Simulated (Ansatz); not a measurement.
`CCSBF` + `N=C=O` → `O=C=NBF` + `CCS`  (ligand exchange at a B–S bond)

Gas-phase electronic energies from Ansatz, PBE0-D4/def2-TZVP geometries. CCSD(T)/CBS is the MP2 limit (def2-TZVPP, def2-QZVPP) plus CCSD(T) − MP2 in def2-TZVPP, frozen cores. This one scheme is used for every species. Functionals use def2-TZVPP. Each species was taken in one conformer, which may not be the lowest.

CCSD(T)/CBS gives -7.3 kcal/mol.

(1) Another level gave -7.7 kcal/mol. Which?
A. r2SCAN0-D4/def2-TZVPP
B. BHLYP-D4/def2-TZVPP
C. PBE-D4/def2-TZVPP
D. HF/def2-TZVPP

Largest T1 diagnostic among the species: 0.018.

## Answers

(1) A. r2SCAN0-D4 -7.7, BHLYP-D4 -9.7, PBE-D4 -5.6, HF/def2-TZVPP -12.9 kcal/mol.

In def2-TZVPP, CCSD(T) changes the Hartree–Fock value by +5.3 kcal/mol (the triples alone add +1.0 kcal/mol) and MP2 by +5.5 kcal/mol. Leaving LDA and LC-ωPBE aside and taking each functional with its dispersion term where it has one, the values, not all of them listed here, spread over 4.3 kcal/mol, from BHLYP-D4 to revPBE-D4. From PBE to PBE0 (25 % exact exchange), in def2-TZVPP and without D4, ΔE moves by −1.2 kcal/mol.

CCSD(T)/CBS has its own doubt, a few kJ/mol and more with outer-core shells, so smaller differences from it don't rank the levels.
